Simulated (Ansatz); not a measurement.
Ansatz (a quantum-chemistry and plane-wave program) input (B3LYP-D3(BJ)/def2-TZVP):

Ansatz 0.2 input:
```yaml
crystal:
  periodic: [false, false, false]
  atoms:
    - {symbol: Ta, position_ang: [0.14120778, -0.21210863, -0.47325457]}
    - {symbol: O, position_ang: [-1.28942014, -1.08854539, 0.15222335]}
    - {symbol: O, position_ang: [-0.29602911, 1.52033263, -0.58316466]}
    - {symbol: F, position_ang: [1.36014426, -0.26992261, 0.96743294]}
basis:
  gaussian:
    orbitals: def2-TZVP
hamiltonian:
  xc: b3lyp
  dispersion: d3bj
total_charge: 1
magnetization: {spin_polarized: true, initial_magnetization: 1}
relax: {f_tol: 0.002, max_steps: 150}
```

End of the output:

```
these checks for a lower state are left out or cut short: starts, cluster_reference, orbital_swaps, neighbouring_geometries, increment
integrals: 0.05 GiB planned
832 factors; their error is unknown
mean field: 0.57 GiB planned
mean field evaluation 64: about -8359.1719 eV, gradient 9.2e-2 eV
mean field -8359.17193457 eV, -307.1939025453 hartree, gradient 2.4e-5 eV, S^2 0.794519; 0 other end points of the search recorded, 0 dependent functions left out
the calculation of the forces begins
reference -8359.17215539 eV, -307.1939106603 hartree; 19, 18 occupied and 114, 115 virtual orbitals, 832 factors
relax step   5: F+E_penalty+E_count = -8359.28816620 eV  Δ(F+E_penalty+E_count) = -3.117e-4 eV  max|allowed force component| = 5.592e-3 eV/Å  Δτ_max = 0.0036 Å  (44 SCF iters, accepted)
these checks for a lower state are left out or cut short: starts, cluster_reference, orbital_swaps, neighbouring_geometries, increment
integrals: 0.05 GiB planned
832 factors; their error is unknown
mean field: 0.57 GiB planned
mean field -8359.17195106 eV, -307.1939031512 hartree, gradient 1.6e-5 eV, S^2 0.794509; 0 other end points of the search recorded, 0 dependent functions left out
the calculation of the forces begins
reference -8359.17217189 eV, -307.1939112664 hartree; 19, 18 occupied and 114, 115 virtual orbitals, 832 factors
relax step   6: F+E_penalty+E_count = -8359.28817091 eV  Δ(F+E_penalty+E_count) = -4.706e-6 eV  max|allowed force component| = 4.254e-4 eV/Å  Δτ_max = 0.0008 Å  (47 SCF iters, accepted)
integrals: 0.05 GiB planned
832 factors; their error is unknown
mean field: 0.57 GiB planned
mean field evaluation 96: about -8359.1720 eV, gradient 3.4e-4 eV
mean field -8359.17195106 eV, -307.1939031512 hartree, gradient 2.2e-5 eV, S^2 0.794509; 3 other end points of the search recorded, 0 dependent functions left out
the calculation of the forces begins
reference -8359.17217189 eV, -307.1939112664 hartree; 19, 18 occupied and 114, 115 virtual orbitals, 832 factors
Total energy: -8359.28839174 eV, -307.1981822672 hartree
Atom 0 at     0.229066    -0.241050    -0.457012 Å, force     0.000138     0.000044     0.000425 eV/Å
Atom 1 at    -1.294333    -0.930071     0.105367 Å, force    -0.000022     0.000056    -0.000112 eV/Å
Atom 2 at    -0.406752     1.401656    -0.551959 Å, force    -0.000056    -0.000070    -0.000056 eV/Å
Atom 3 at     1.387922    -0.280779     0.966841 Å, force    -0.000059    -0.000030    -0.000256 eV/Å
Dipole moment:     0.440402    -0.423689    -0.908273 e Å
```

The spin state was set by rule; other spins were not relaxed.
